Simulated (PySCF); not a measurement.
# Circular dichroism: `S[C@@]1(C#N)[C@H](SC)C1`, C5H7NS2

Geometry (Å), atoms numbered from 1 in this order:
```xyz
15

C     2.203    0.708   -0.028
S     0.988    0.794   -1.376
C    -0.104   -0.521   -0.834
C    -1.563   -0.406   -1.116
C    -1.077   -0.269    0.304
S    -1.432   -1.655    1.428
C    -1.114    0.988    0.959
N    -1.122    1.973    1.541
H     1.718    0.965    0.910
H     2.635   -0.288    0.012
H     2.972    1.438   -0.258
H     0.353   -1.503   -0.866
H    -2.115   -1.300   -1.368
H    -1.914    0.491   -1.605
H    -0.432   -1.408    2.276
```

Theory: PySCF 2.14.0, TDDFT B3LYP/def2-SVPD circular dichroism and optical rotation, one conformer, gas phase. Geometry: GFN2-xTB.

The molecule is flexible and this is one conformer; a measurement averages over conformers. States above about 6.7 eV lie in this functional's continuum (it starts at minus the energy of the highest occupied orbital, well below the true ionisation energy for most functionals) and depend on the basis.

What are the CIP labels of the stereocentres?

C3 R, C5 S.

List the lowest 12 singlet excitations with oscillator and rotatory strengths.

Rotatory strengths R in 10⁻⁴⁰ esu² cm², velocity form and length form (origin at the centre of mass); f in length form.
| state | E (eV) | λ (nm) | f | R (velocity) | R (length) | main |
| --- | --- | --- | --- | --- | --- | --- |
| 1 | 4.91 | 253 | 0.020 | -30.0 | -28.6 | HOMO→LUMO 0.89 |
| 2 | 5.28 | 235 | 0.004 | +3.3 | +3.3 | HOMO−1→LUMO 0.60, HOMO→LUMO+2 0.31 |
| 3 | 5.35 | 232 | 0.001 | +6.9 | +6.8 | HOMO→LUMO+2 0.47, HOMO−1→LUMO 0.29 |
| 4 | 5.70 | 218 | 0.006 | -12.5 | -11.6 | HOMO→LUMO+1 0.78, HOMO→LUMO+2 0.16 |
| 5 | 5.87 | 211 | 0.023 | +10.4 | +10.5 | HOMO→LUMO+3 0.96 |
| 6 | 6.15 | 202 | 0.025 | -6.7 | -7.3 | HOMO−1→LUMO+1 0.83 |
| 7 | 6.32 | 196 | 0.021 | +3.8 | +3.6 | HOMO→LUMO+4 0.84 |
| 8 | 6.45 | 192 | 0.033 | +6.6 | +6.5 | HOMO−1→LUMO+2 0.65, HOMO−1→LUMO+3 0.26 |
| 9 | 6.48 | 191 | 0.005 | -3.7 | -3.2 | HOMO→LUMO+5 0.72, HOMO→LUMO+6 0.18 |
| 10 | 6.58 | 189 | 0.014 | +9.6 | +8.5 | HOMO→LUMO+6 0.73, HOMO→LUMO+5 0.17 |
| 11 | 6.63 | 187 | 0.025 | +39.4 | +38.1 | HOMO−1→LUMO+3 0.68, HOMO−1→LUMO+2 0.21 |
| 12 | 6.75 | 184 | 0.018 | -9.1 | -10.0 | HOMO−2→LUMO 0.61, HOMO−3→LUMO 0.17 |

Among the states computed, the strongest CD band (largest |R|) is state 11. The largest dissymmetry factor in size, g = 4R/(D+G), with D and G the electric and magnetic dipole strengths, is +0.036 for state 3 (velocity form, f = 0.002), among bands with |R| over 0.5. The mirror image has the same energies and oscillator strengths and all R with the opposite sign.
